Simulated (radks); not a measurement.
The numbers below are computed, except where a source is named.
Question: Ionisation of the scandium ion Sc+, [Ar] 3d1 4s1, to Sc2+, [Ar] 3d1, under several functionals. Scalar-relativistic Kohn-Sham, spin-unpolarised, spherical densities, finite nucleus; a radial shooting solver on a logarithmic mesh with Libxc functionals. The NIST Atomic Spectra Database gives 12.800 eV (measured). Rank these functionals by the error of their Delta-SCF ionisation energy: XLYP; PW91; SCAN; BP86; exchange-only B88; BLYP.

Answer: From best to worst: PW91 12.784 eV (-0.016); BP86 12.825 eV (+0.025); BLYP 12.906 eV (+0.107); XLYP 12.975 eV (+0.175); SCAN 12.362 eV (-0.438); exchange-only B88 12.233 eV (-0.567). Spin polarisation and multiplet splitting are left out, so open shells lie too high by an amount that depends on their filling.

Beside tabulated values, note that spin-unpolarised runs miss the spin-polarisation part of the exchange energy of open shells.
